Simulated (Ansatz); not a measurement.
Calculated with Ansatz (gas phase, PBE0-D4/def2-TZVP geometries, no zero-point term in ΔE). CCSD(T)/CBS adds triple-zeta CCSD(T) − MP2 to the extrapolated MP2 energy (def2 sets, frozen cores). This one scheme is used for every species. Functionals use def2-TZVPP. Each species was taken in one conformer, which may not be the lowest.

Consider the ligand exchange at the Si–C bond: `FC[SiH3]` + `CC(F)S` → `CC(F)S[SiH3]` + fluoromethane.

```
       species  PBE-D4 energy (Eh)
    `FC[SiH3]`          -430.19137
      `CC(F)S`          -576.97102
`CC(F)S[SiH3]`          -867.54100
          `CF`          -139.64862
```

Question: Work out ΔE.

Answer: ΔE = (-867.54100) + (-139.64862) − (-430.19137) − (-576.97102) = -0.02723 Eh = -0.74 eV. CCSD(T)/CBS gives -0.77 eV.

Largest T1 diagnostic among the species: 0.011.

From PBE to PBE0 (25 % exact exchange), in def2-TZVPP and without D4, ΔE moves by −0.03 eV. The D4 term adds −0.07 eV with B3LYP and −0.04 eV with PBE0; it sums over pairs of atoms, weighted by their polarisabilities, and B3LYP, whose exchange is more repulsive, gets the larger term.

B3LYP here is the variant with VWN-RPA as its local correlation; programs differ in this.
